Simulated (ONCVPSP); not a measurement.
**Cd (Z = 48): ONCV pseudisation with PBE, fully relativistic reference atom.**

Input for ONCVPSP 4.0.1:

```
# ATOM AND REFERENCE CONFIGURATION
# atsym  z   nc   nv     iexc    psfile
  Cd 48.00    6    5        4      upf
#
#   n    l    f
    1    0    2.00
    2    0    2.00
    2    1    6.00
    3    0    2.00
    3    1    6.00
    3    2   10.00
    4    0    2.00
    4    1    6.00
    4    2   10.00
    5    0    1.00
    5    1    1.00
#
# PSEUDOPOTENTIAL AND OPTIMIZATION
# lmax
    3
#
#   l,   rc,      ep,       ncon, nbas, qcut
    0    1.35    0.00    3    6   10.00
    1    1.75    0.00    3    6    8.70
    2    1.10    0.00    5    9    7.50
    3    1.45    0.24    4    7    7.30
#
# LOCAL POTENTIAL
# lloc, lpopt,  rc(5),   dvloc0
    2    5    1.10    0.00
#
# VANDERBILT-KLEINMAN-BYLANDER PROJECTORs
# l, nproj, debl
    0    2    3.30
    1    2    1.60
    2    0    1.00
    3    2    3.90
#
# MODEL CORE CHARGE
# icmod, fcfact, rcfact
    3    4.00    1.40
#
# LOG DERIVATIVE ANALYSIS
# epsh1, epsh2, depsh
   -5.00    5.00    0.04
#
# OUTPUT GRID
# rlmax, drl
    6.00    0.01
#
# TEST CONFIGURATIONS
# ncnf
    4
# nvcnf
#   n    l    f
    5
    4    0    2.00
    4    1    6.00
    4    2   10.00
    5    0    2.00
    5    1    0.00
#
    5
    4    0    2.00
    4    1    6.00
    4    2   10.00
    5    0    1.00
    5    1    0.00
#
    5
    4    0    2.00
    4    1    6.00
    4    2   10.00
    5    0    0.00
    5    1    0.00
#
    5
    4    0    2.00
    4    1    6.00
    4    2   10.00
    5    0    0.00
    5    1    1.00
#
```

Command:

```bash
oncvpspr.x < Cd.dat > Cd.out
```

Output (shortened: citation, most of the input echo, consistency checks and plot data are left out):

```
ONCVPSP  (Optimized Norm-Conservinng Vanderbilt PSeudopotential)
relativistic version 4.0.1

#   n    l    f        energy (Ha)
    1    0    2.00    -9.7428111D+02
    2    0    2.00    -1.4466306D+02
    2    1    6.00    -1.2760108D+02    -1.3467402D+02
    3    0    2.00    -2.7021665D+01
    3    1    6.00    -2.1756387D+01    -2.3019519D+01
    3    2   10.00    -1.4419814D+01    -1.4676470D+01
    4    0    2.00    -3.9624858D+00
    4    1    6.00    -2.4663087D+00    -2.6802035D+00
    4    2   10.00    -4.9162198D-01    -5.1740953D-01
    5    0    1.00    -2.5448996D-01
    5    1    1.00    -7.3853422D-02    -8.1734828D-02

Reference configufation results
  iterations    27
  all-electron total energy (Ha)   -5.59586396D+03

Begin loop to  construct optimized pseudo wave functions
and semi-local pseudopoentials for all angular momenta

Calculating optimized projector #   1

 for l=   0

    Fraction of norm inside rc  0.928616
    Optimizing pswf for qcut=   9.99 a_B^-1,  ecut=  49.86 Ha
    Residual kinetic energy error=  2.18D-06 Ha

    Energy error per electron        Cutoff
         Ha          eV             Ha
         0.01000     0.27211       28.65
         0.00100     0.02721       35.97
         0.00010     0.00272       41.61
         0.00001     0.00027       46.54

Calculating optimized projector #   2

 for l=   0

    Fraction of norm inside rc  0.045087
    Optimizing pswf for qcut=   9.99 a_B^-1,  ecut=  49.86 Ha
    Residual kinetic energy error=  4.19D-07 Ha

    Energy error per electron        Cutoff
         Ha          eV             Ha
         0.01000     0.27211       21.98
         0.00100     0.02721       31.29
         0.00010     0.00272       38.18
         0.00001     0.00027       43.52

Calculating optimized projector #   1

 for l=   1

    Fraction of norm inside rc  0.971133
    Optimizing pswf for qcut=   8.70 a_B^-1,  ecut=  37.84 Ha
    Residual kinetic energy error=  6.61D-09 Ha

    Energy error per electron        Cutoff
         Ha          eV             Ha
         0.01000     0.27211       16.58
         0.00100     0.02721       21.20
         0.00010     0.00272       25.12
         0.00001     0.00027       28.52

Calculating optimized projector #   2

 for l=   1

    Fraction of norm inside rc  0.032886
    Optimizing pswf for qcut=   8.70 a_B^-1,  ecut=  37.84 Ha
    Residual kinetic energy error=  3.06D-09 Ha

    Energy error per electron        Cutoff
         Ha          eV             Ha
         0.01000     0.27211       10.39
         0.00100     0.02721       15.53
         0.00010     0.00272       19.92
         0.00001     0.00027       23.67

Calculating optimized projector #   1

 for l=   1

    Fraction of norm inside rc  0.977463
    Optimizing pswf for qcut=   8.70 a_B^-1,  ecut=  37.84 Ha
    Residual kinetic energy error=  5.95D-09 Ha

    Energy error per electron        Cutoff
         Ha          eV             Ha
         0.01000     0.27211       17.66
         0.00100     0.02721       22.37
         0.00010     0.00272       26.46
         0.00001     0.00027       29.92

Calculating optimized projector #   2

 for l=   1

    Fraction of norm inside rc  0.040301
    Optimizing pswf for qcut=   8.70 a_B^-1,  ecut=  37.84 Ha
    Residual kinetic energy error=  1.64D-09 Ha

    Energy error per electron        Cutoff
         Ha          eV             Ha
         0.01000     0.27211       11.36
         0.00100     0.02721       16.78
         0.00010     0.00272       21.52
         0.00001     0.00027       25.50

Calculating optimized projector #   1

 for l=   2

    Fraction of norm inside rc  0.433271
    Optimizing pswf for qcut=   7.49 a_B^-1,  ecut=  28.03 Ha
    Residual kinetic energy error=  1.17D-02 Ha

    Energy error per electron        Cutoff
         Ha          eV             Ha
         0.01000     0.27211       28.64
         0.00100     0.02721       71.50
         0.00010     0.00272      218.70
         0.00001     0.00027      250.02

Calculating optimized projector #   1

 for l=   2

    Fraction of norm inside rc  0.446061
    Optimizing pswf for qcut=   7.49 a_B^-1,  ecut=  28.03 Ha
    Residual kinetic energy error=  1.33D-02 Ha

    Energy error per electron        Cutoff
         Ha          eV             Ha
         0.01000     0.27211       29.22
         0.00100     0.02721       82.66
         0.00010     0.00272      220.79
         0.00001     0.00027      251.27

   Wellstate for l =  3  n =  4 kap= -4
     eigenvalue =   0.2400
     asymptotic potential =   0.7400
     half-point radius = 11.0883

   Wellstate for l =  3  n =  6 kap= -4
     eigenvalue =   4.1400
     asymptotic potential =   4.6400
     half-point radius =  3.0573

Calculating optimized projector #   1

 for l=   3

    Fraction of norm inside rc  0.000554
    Optimizing pswf for qcut=   7.30 a_B^-1,  ecut=  26.66 Ha
    Residual kinetic energy error=  1.17D-05 Ha

    Energy error per electron        Cutoff
         Ha          eV             Ha
         0.01000     0.27211        0.88
         0.00100     0.02721        5.63
         0.00010     0.00272       17.91
         0.00001     0.00027       27.43

Calculating optimized projector #   2

 for l=   3

    Fraction of norm inside rc  0.144473
    Optimizing pswf for qcut=   7.30 a_B^-1,  ecut=  26.66 Ha
    Residual kinetic energy error=  1.28D-01 Ha

    Energy error per electron        Cutoff
         Ha          eV             Ha
         0.01000     0.27211       53.10
         0.00100     0.02721      107.55
         0.00010     0.00272      124.37
         0.00001     0.00027      136.19

   Wellstate for l =  3  n =  4 kap=  3
     eigenvalue =   0.2400

   Wellstate for l =  3  n =  6 kap=  3
     eigenvalue =   4.1400

Calculating optimized projector #   1

 for l=   3

    Fraction of norm inside rc  0.000556
    Optimizing pswf for qcut=   7.30 a_B^-1,  ecut=  26.66 Ha
    Residual kinetic energy error=  1.18D-05 Ha

    Energy error per electron        Cutoff
         Ha          eV             Ha
         0.01000     0.27211        0.88
         0.00100     0.02721        5.66
         0.00010     0.00272       17.96
         0.00001     0.00027       27.48

Calculating optimized projector #   2

 for l=   3

    Fraction of norm inside rc  0.144545
    Optimizing pswf for qcut=   7.30 a_B^-1,  ecut=  26.66 Ha
    Residual kinetic energy error=  1.29D-01 Ha

    Energy error per electron        Cutoff
         Ha          eV             Ha
         0.01000     0.27211       53.39
         0.00100     0.02721      107.69
         0.00010     0.00272      124.47
         0.00001     0.00027      136.29

Construct Vanderbilt / Kleinmman-Bylander projectors

B matrix Hermiticity error, ll=  0  kap= -1
   1   2    5.2135D-04

  Orthonormal projector coefficients  1.3204E+01  2.7978E+00

B matrix Hermiticity error, ll=  1  kap= -2
   1   2    1.8006D-04

  Orthonormal projector coefficients  4.7366E+00  1.4277E+00

B matrix Hermiticity error, ll=  1  kap=  1
   1   2    2.1178D-04

  Orthonormal projector coefficients  4.4321E+00  1.6529E+00

B matrix Hermiticity error, ll=  3  kap= -4
   1   2   -9.6021D-06

  Orthonormal projector coefficients -9.8797E+00 -4.3385E+00

B matrix Hermiticity error, ll=  3  kap=  3
   1   2   -9.6145D-06

  Orthonormal projector coefficients -9.9001E+00 -4.3466E+00

 Orthonormal scalar projector coefficients, l =  1
  4.6301E+00  1.4983E+00  7.0125E-03  2.4057E-03

 Orthonormal spin-orbit projector coefficients, l =  1
  3.4188E-01 -2.1928E-01 -1.2126E-01  5.1498E-02

 Orthonormal scalar projector coefficients, l =  2

 Orthonormal spin-orbit projector coefficients, l =  2

 Orthonormal scalar projector coefficients, l =  3
 -9.8884E+00 -4.3419E+00 -1.5686E-06 -1.4739E-06

 Orthonormal spin-orbit projector coefficients, l =  3
  7.1961E-03  2.5629E-03 -1.1154E-03 -5.3613E-04

Model core correction analysis
  based on d2Exc/dn_idn_j

d2excae - all-electron derivatives

   -2.625216D-02   -2.344680D-02   -1.550552D-02   -1.519898D-03
   -5.942077D-04
   -2.344686D-02   -2.181811D-02   -1.570764D-02   -1.820081D-03
   -6.340887D-04
   -1.550561D-02   -1.570768D-02   -1.480988D-02   -5.533038D-03
   -2.177723D-03
   -1.519872D-03   -1.819993D-03   -5.532632D-03   -2.224807D-02
   -1.705701D-02
   -5.942068D-04   -6.340638D-04   -2.177304D-03   -1.705427D-02
   -2.197281D-02

d2excps - pseudofunction derivatives with no core correction

   -3.841987D-02   -3.472461D-02   -2.232598D-02   -2.309305D-03
   -9.142652D-04
   -3.472480D-02   -3.208845D-02   -2.228474D-02   -2.761711D-03
   -9.627521D-04
   -2.232627D-02   -2.228487D-02   -2.097117D-02   -7.338662D-03
   -2.847661D-03
   -2.309225D-03   -2.761433D-03   -7.337705D-03   -2.833897D-02
   -2.176644D-02
   -9.142674D-04   -9.626765D-04   -2.846383D-03   -2.176071D-02
   -2.783117D-02

rms 2nd derivative error    5.837935E-03

rmatch, rhocmatch    0.5811   32.2471

Teter function model core charge with specified parameters

d2excps - pseudofunction derivatives with core correction

   -3.184908D-02   -2.906324D-02   -2.034818D-02   -1.762474D-03
   -6.934608D-04
   -2.906335D-02   -2.726858D-02   -2.064127D-02   -2.284053D-03
   -7.727102D-04
   -2.034832D-02   -2.064132D-02   -2.033516D-02   -7.170492D-03
   -2.782124D-03
   -1.762349D-03   -2.283743D-03   -7.169533D-03   -2.829448D-02
   -2.174818D-02
   -6.934459D-04   -7.726216D-04   -2.780846D-03   -2.174245D-02
   -2.782380D-02

rms 2nd derivative error    3.855964E-03

Pseudoatom total energy -168.365856

Diagnostic tests using Vanderbilt-Kleinman-Bylander pseudopotentials
  relativistic with J = L +/- 1/2 projectors

   l  kap   rcore       rmatch      e in        delta e    norm test   slope test

   0  -1   1.3506873   1.3916971  -3.9624858   0.0000043   1.0002189   1.0002112
   0  -1   1.3506873   1.3916971  -0.2544900   0.0000111   1.0000805   1.0000537

   1  -2   1.7573812   1.8107391  -2.4663087   0.0000029   1.0001905   1.0001838
   1   1   1.7573812   1.8107391  -2.6802035   0.0000051   1.0002006   1.0001861
   1  -2   1.7573812   1.8107391  -0.0738534   0.0000016   1.0000337   1.0000197
   1   1   1.7573812   1.8107391  -0.0817348   0.0000051   1.0000568   1.0000422

   2  -3   1.1021063   1.1355686  -0.4916220  -0.0101773   0.9986837   0.9668688
   2   2   1.1021063   1.1355686  -0.5174095   0.0156103   1.0018441   1.0500021

   3  -4   1.4512111   1.4952730   0.2400000   0.0000236   1.0000545   1.0000545
   3   3   1.4512111   1.4952730   0.2399973   0.0000437   1.0000584   1.0000584
   3  -4   1.4512111   1.4952730   4.1400000   0.0000072   1.0003415   1.0003415
   3   3   1.4512111   1.4952730   4.1384389   0.0000086   1.0003393   1.0003393

Diagnostic tests using Vanderbilt-Kleinman-Bylander pseudopotentials
  relativistic with scalar and spin-orbit non-local projectors

   l  kap   rcore       rmatch      e in        delta e    norm test   slope test

   0  -1   1.3506873   1.3916971  -3.9624858   0.0000043   1.0002189   1.0002112
   0  -1   1.3506873   1.3916971  -0.2544900   0.0000111   1.0000805   1.0000537

   1  -2   1.7573812   1.8107391  -2.4663087  -0.0002628   1.0002098   1.0001343
   1   1   1.7573812   1.8107391  -2.6802035  -0.0002436   1.0002070   1.0001343
   1  -2   1.7573812   1.8107391  -0.0738534   0.0000016   1.0000323   1.0000195
   1   1   1.7573812   1.8107391  -0.0817348   0.0000051   1.0000564   1.0000425

   2  -3   1.1021063   1.1355686  -0.4916220  -0.0101773   0.9986837   0.9668688
   2   2   1.1021063   1.1355686  -0.5174095   0.0156103   1.0018441   1.0500021

   3  -4   1.4512111   1.4952730   0.2400000   0.0000239   1.0000544   1.0000544
   3   3   1.4512111   1.4952730   0.2399973   0.0000440   1.0000583   1.0000583
   3  -4   1.4512111   1.4952730   4.1400000   0.0000078   1.0003415   1.0003415
   3   3   1.4512111   1.4952730   4.1384389   0.0000091   1.0003393   1.0003393

Ghost test for J = L + 1/2

 Testing for bound ghosts
   n   l    E NL Schr. Eq   E Basis Diag.   E Cutoff

   1   0       -3.962481       -3.956617     70.40
   2   0       -0.254479       -0.138542     70.40

   2   1       -2.466306       -2.462280     50.94
   3   1       -0.073852        0.015018     50.94

 Testing for highly-localized positive-energy ghosts
       l    <radius>/rc     E Basis Diag.   E Cutoff

Ghost test for J = L - 1/2

 Testing for bound ghosts
   n   l    E NL Schr. Eq   E Basis Diag.   E Cutoff

   1   0       -3.962481       -3.956617     70.40
   2   0       -0.254479       -0.138542     70.40

   2   1       -2.680198       -2.675631     50.94
   3   1       -0.081730       -0.002432     50.94

 Testing for highly-localized positive-energy ghosts
       l    <radius>/rc     E Basis Diag.   E Cutoff

Test configuration 0

   n   l kap    f        eae           eps        diff
   1   0  -1  2.0000 -974.28111097
   2   0  -1  2.0000 -144.66305906
   2   1  -2  4.0000 -127.60107727
   2   1   1  2.0000 -134.67401640
   3   0  -1  2.0000  -27.02166517
   3   1  -2  4.0000  -21.75638715
   3   1   1  2.0000  -23.01951890
   3   2  -3  6.0000  -14.41981430
   3   2   2  4.0000  -14.67647007
   4   0  -1  2.0000   -3.96248577   -3.96248144    4.33E-06
   4   1  -2  4.0000   -2.46630873   -2.46630585    2.89E-06
   4   1   1  2.0000   -2.68020350   -2.68019845    5.05E-06
   4   2  -3  6.0000   -0.49162198   -0.50179927   -1.02E-02
   4   2   2  4.0000   -0.51740953   -0.50179928    1.56E-02
   5   0  -1  1.0000   -0.25448996   -0.25447887    1.11E-05
   5   1  -2  0.6667   -0.07385342   -0.07385180    1.63E-06
   5   1   1  0.3333   -0.08173483   -0.08172970    5.13E-06

    Total energies and differences
      AE_ref= -5.59586396E+03  AE_tst= -5.59586396E+03  dif=  0.00E+00
      PS_ref= -1.68365856E+02  PS_tst= -1.68365856E+02  dif=  5.68E-14
      PSP excitation error= -5.68E-14

Test configuration 1

   n   l kap    f        eae           eps        diff
   1   0  -1  2.0000 -974.20882405
   2   0  -1  2.0000 -144.59282382
   2   1  -2  4.0000 -127.53081208
   2   1   1  2.0000 -134.60371189
   3   0  -1  2.0000  -26.95062876
   3   1  -2  4.0000  -21.68536114
   3   1   1  2.0000  -22.94850749
   3   2  -3  6.0000  -14.34896071
   3   2   2  4.0000  -14.60562589
   4   0  -1  2.0000   -3.88993220   -3.88981085    1.21E-04
   4   1  -2  4.0000   -2.39345547   -2.39343695    1.85E-05
   4   1   1  2.0000   -2.60745147   -2.60738957    6.19E-05
   4   2  -3  6.0000   -0.42099820   -0.43109855   -1.01E-02
   4   2   2  4.0000   -0.44659125   -0.43109855    1.55E-02
   5   0  -1  2.0000   -0.20799832   -0.20797920    1.91E-05
   5   1  -2  0.0000   -0.04160205   -0.04160205    0.00E+00
   5   1   1  0.0000   -0.04795308   -0.04795308    0.00E+00

    Total energies and differences
      AE_ref= -5.59586396E+03  AE_tst= -5.59603519E+03  dif= -1.71E-01
      PS_ref= -1.68365856E+02  PS_tst= -1.68537073E+02  dif= -1.71E-01
      PSP excitation error= -1.17E-05

Test configuration 2

   n   l kap    f        eae           eps        diff
   1   0  -1  2.0000 -974.53405493
   2   0  -1  2.0000 -144.91440979
   2   1  -2  4.0000 -127.85256530
   2   1   1  2.0000 -134.92555563
   3   0  -1  2.0000  -27.27308580
   3   1  -2  4.0000  -22.00781539
   3   1   1  2.0000  -23.27094463
   3   2  -3  6.0000  -14.67113897
   3   2   2  4.0000  -14.92779239
   4   0  -1  2.0000   -4.21459601   -4.21474009   -1.44E-04
   4   1  -2  4.0000   -2.71877833   -2.71886303   -8.47E-05
   4   1   1  2.0000   -2.93255968   -2.93266805   -1.08E-04
   4   2  -3  6.0000   -0.74334927   -0.75358527   -1.02E-02
   4   2   2  4.0000   -0.76925160   -0.75358527    1.57E-02
   5   0  -1  1.0000   -0.47984069   -0.47983503    5.65E-06
   5   1  -2  0.0000   -0.26727532   -0.26727532    0.00E+00
   5   1   1  0.0000   -0.27942194   -0.27942194    0.00E+00

    Total energies and differences
      AE_ref= -5.59586396E+03  AE_tst= -5.59569438E+03  dif=  1.70E-01
      PS_ref= -1.68365856E+02  PS_tst= -1.68196276E+02  dif=  1.70E-01
      PSP excitation error=  2.94E-06

Test configuration 3

   n   l kap    f        eae           eps        diff
   1   0  -1  2.0000 -974.90684178
   2   0  -1  2.0000 -145.28172221
   2   1  -2  4.0000 -128.22013374
   2   1   1  2.0000 -135.29326254
   3   0  -1  2.0000  -27.64129626
   3   1  -2  4.0000  -22.37601535
   3   1   1  2.0000  -23.63913895
   3   2  -3  6.0000  -15.03898025
   3   2   2  4.0000  -15.29562265
   4   0  -1  2.0000   -4.58459197   -4.58514612   -5.54E-04
   4   1  -2  4.0000   -3.08912345   -3.08939736   -2.74E-04
   4   1   1  2.0000   -3.30279154   -3.30318370   -3.92E-04
   4   2  -3  6.0000   -1.10811152   -1.11854424   -1.04E-02
   4   2   2  4.0000   -1.13445633   -1.11854424    1.59E-02
   5   0  -1  0.0000   -0.78315271   -0.78315271    0.00E+00
   5   1  -2  0.0000   -0.53076461   -0.53076461    0.00E+00
   5   1   1  0.0000   -0.54848968   -0.54848968    0.00E+00

    Total energies and differences
      AE_ref= -5.59586396E+03  AE_tst= -5.59506497E+03  dif=  7.99E-01
      PS_ref= -1.68365856E+02  PS_tst= -1.67566857E+02  dif=  7.99E-01
      PSP excitation error= -1.10E-05

Test configuration 4

   n   l kap    f        eae           eps        diff
   1   0  -1  2.0000 -974.59381579
   2   0  -1  2.0000 -144.97223530
   2   1  -2  4.0000 -127.91037415
   2   1   1  2.0000 -134.98339385
   3   0  -1  2.0000  -27.33178254
   3   1  -2  4.0000  -22.06649435
   3   1   1  2.0000  -23.32961149
   3   2  -3  6.0000  -14.72965766
   3   2   2  4.0000  -14.98630196
   4   0  -1  2.0000   -4.27450707   -4.27474039   -2.33E-04
   4   1  -2  4.0000   -2.77876848   -2.77884647   -7.80E-05
   4   1   1  2.0000   -2.99251803   -2.99265910   -1.41E-04
   4   2  -3  6.0000   -0.80063938   -0.81094567   -1.03E-02
   4   2   2  4.0000   -0.82673377   -0.81094567    1.58E-02
   5   0  -1  0.0000   -0.51676329   -0.51676329    0.00E+00
   5   1  -2  0.6667   -0.29678228   -0.29678762   -5.33E-06
   5   1   1  0.3333   -0.30981677   -0.30981934   -2.57E-06

    Total energies and differences
      AE_ref= -5.59586396E+03  AE_tst= -5.59548237E+03  dif=  3.82E-01
      PS_ref= -1.68365856E+02  PS_tst= -1.67984269E+02  dif=  3.82E-01
      PSP excitation error=  3.64E-06
```

The run took about 8.1 s on one core of a shared server CPU.
